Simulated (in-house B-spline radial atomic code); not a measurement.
Configurations of In²⁺, with energies counted from [Kr] 4d10 5s1. Computed with a B-spline radial code for spherical atoms: scalar-relativistic (X2C) B3LYP, spin-polarised, spherical fractional occupations, exact exchange averaged over the configuration, Fermi nucleus of rms radius 4.6156 fm. Shells without spins written out take the highest spin.

Occupations are held fixed; configurations that lie above the ionisation limit could autoionise.

```csv
configuration,E - E(ref) (eV),highest orbital,its <r> (bohr)
[Kr] 4d10 5d1,16.179,5d up,4.145
[Kr] 4d10 6d1,21.232,6d up,7.703
[Kr] 4d9 5s1 5d1,31.079,5d up,3.902
[Kr] 4d9 4f1 5s1,35.694,4f up,5.006
[Kr] 4d9 5s1 6d1,36.582,6d up,7.48
[Ar] 3d10 4s2 4p5 4d10 5s1 6p1,95.713,6p up,5.612
```

Problem. Order these further configurations by energy, lowest first.
A. [Ar] 3d9 4s2 4p6 4d10 5s2
B. [Kr] 4d10 6p1
C. [Kr] 4d10 5f1
D. [Ar] 3d10 4s2 4p5 4d10 4f1 5s1
E. [Ar] 3d9 4s2 4p6 4d10 5s1 6f1

Solution. B (18.067 eV), C (23.065 eV), D (98.039 eV), A (441.79 eV), E (468.01 eV).

Problem. How far above the reference does [Ar] 3d10 4s2 4p5 4d10 5s1 5f1 lie?

Solution. 100.73 eV; its least bound orbital is 5f up with <r> = 8.686 bohr.
